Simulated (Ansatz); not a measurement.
Species: diiodo(methyl)borane, CH3BI2, net charge 0, singlet state. SMILES: CB(I)I
Geometry: optimised at B3LYP-D3(BJ)/def2-TZVP (Ansatz, a first-principles code).

Property: vertical triplet-singlet gap (E(triplet) - E(singlet); each state is the SCF solution reached for its spin; for the triplet the Hartree-Fock reference is unstable and T1 is 0.018), in kJ/mol. Cores are frozen in the correlated levels unless marked. Open shells are spin-unrestricted. Spin-orbit coupling is left out. The frozen core is the preceding noble-gas configuration, with the filled d and f shells of earlier blocks. Past Kr the def2 sets carry scalar-relativistic core potentials.  The program attaches cautions to a run behind CCSD/def2-SVPD: other roots. The program attaches cautions to a run behind CCSD/def2-TZVPPD: other roots. The program attaches cautions to a run behind CCSD/def2-QZVPPD: other roots. The program attaches cautions to a run behind CCSD(T)/def2-SVPD: other roots. The program attaches cautions to a run behind CCSD(T)/def2-TZVPPD: other roots. The program attaches cautions to a run behind CCSD(T)/def2-QZVPPD: other roots.

```tsv
level	program	vertical triplet-singlet gap (kJ/mol)
RI-HF/def2-TZVPPD	Ansatz	396.4
RI-HF/def2-QZVPPD	Ansatz	394.7
SVWN5/def2-TZVPD	Ansatz	367.1
PBE/def2-TZVPD	Ansatz	352.9
r2SCAN/def2-TZVPD	Ansatz	360.1
B3LYP/def2-TZVPD	Ansatz	376.1
PBE0/def2-TZVPD	Ansatz	373.5
BHLYP/def2-TZVPD	Ansatz	400.1
CAM-B3LYP/def2-TZVPD	Ansatz	395.4
wB97M-V/def2-TZVPD	Ansatz	414.4
wB97X-V/def2-TZVPD	Ansatz	415.5
B2PLYP/def2-TZVPD	Ansatz	395.5
RI-MP2/def2-TZVPPD	Ansatz	434.0
RI-MP2/def2-QZVPPD	Ansatz	437.5
CCSD/def2-SVPD	Ansatz	408.6
CCSD/def2-TZVPPD	Ansatz	409.2
CCSD/def2-QZVPPD	Ansatz	413.7
CCSD(T)/def2-SVPD	Ansatz	405.7
CCSD(T)/def2-TZVPPD	Ansatz	405.2
CCSD(T)/def2-QZVPPD	Ansatz	409.1
```
